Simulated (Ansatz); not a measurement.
One change: `[SiH3]C[O][ZnH]` becomes `O[SiH2]OC[SiH3]`.

Ansatz, PBE0-D4/def2-TZVP geometries, multiplicity 1. Each molecule was computed in one conformer, which needn't be the lowest.

Scalar relativity is left out up to krypton.

```csv
property,`[SiH3]C[O][ZnH]`
size of the dipole moment (PBE/def2-TZVPP) / D,0.63
LUMO energy (B3LYP/def2-TZVPP) / eV,-0.69
HOMO–LUMO gap (B3LYP/def2-TZVPP) / eV,6.17
HOMO–LUMO gap (ωB97M-V/def2-TZVPP) / eV,10.31
HOMO energy (ωB97M-V/def2-TZVPP) / eV,-9.37
LUMO energy (ωB97M-V/def2-TZVPP) / eV,0.94
```

Task: What does the change do to each property? (Estimate.)

Result: Computed: 
| property | `O[SiH2]OC[SiH3]` | shift |
| --- | --- | --- |
| size of the dipole moment (PBE/def2-TZVPP) / D | 1.96 | 1.33 |
| LUMO energy (B3LYP/def2-TZVPP) / eV | 0.05 | 0.74 |
| HOMO–LUMO gap (B3LYP/def2-TZVPP) / eV | 7.60 | 1.43 |
| HOMO–LUMO gap (ωB97M-V/def2-TZVPP) / eV | 11.96 | 1.65 |
| HOMO energy (ωB97M-V/def2-TZVPP) / eV | -10.07 | -0.70 |
| LUMO energy (ωB97M-V/def2-TZVPP) / eV | 1.89 | 0.95 |

With PBE0 the HOMO falls by 0.70 eV and the LUMO rises by 0.74 eV, so the gap widens by about 1.44 eV. PBE moves the HOMO by -0.61 eV and ωB97M-V by -0.70 eV. Dipoles are sizes alone; their direction can turn.

B3LYP here is the variant with VWN-RPA as its local correlation; programs differ in this.
